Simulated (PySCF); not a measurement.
A structure optimised at r2SCAN-D4/def2-SVP, used in a PySCF frequency run:

```xyz
9

C      0.0000    -0.7165    -0.9622
C      0.0000     0.7165    -0.9622
C      0.0000     1.0932     0.3525
O      0.0000     0.0000     1.1562
C      0.0000    -1.0932     0.3525
H      0.0000    -1.3789    -1.8264
H      0.0000     1.3789    -1.8264
H      0.0000     2.0552     0.8599
H      0.0000    -2.0552     0.8599
```
Charge 0, spin multiplicity 1.

**Question.** Write its SMILES, formula and point group.

**Answer.** c1ccoc1, C₄H₄O, C2v

**Question.** What are its rotational constants (standard atomic weights)?

**Answer.** 9.4662, 9.2267, 4.6725 GHz
